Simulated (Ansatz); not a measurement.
Z-matrix (Å, degrees):
```
C
C 1 1.511
C 1 1.505 2 113.1
H 1 1.090 2 109.8 3 -123.0
H 1 1.095 2 108.2 3 118.8
O 2 1.197 1 122.7 3 144.5
H 2 1.108 1 115.9 3 -37.1
F 3 1.341 1 111.5 2 60.5
F 3 1.336 1 111.4 2 -179.4
F 3 1.339 1 111.5 2 -59.2
```

Charge 0, multiplicity 1.

List the CAM-B3LYP/def2-TZVPP orbital energies in eV (Ansatz 0.2.0). (Best estimate.)

Ansatz gave: Occupied: -675.04, -675.01, -675.00, -523.19, -286.25, -282.12, -280.24, -38.69, -36.18, -36.16, -31.70, -24.92, -21.39, -19.38, -18.88, -18.54, -17.89, -15.78, -15.49, -15.24, -14.86, -14.68, -14.08, -14.00, -13.74, -13.10, -12.57, -9.62. Lowest empty: -0.16, 2.10, 2.82, 3.18, 3.94, 4.31, 4.84, 5.17.
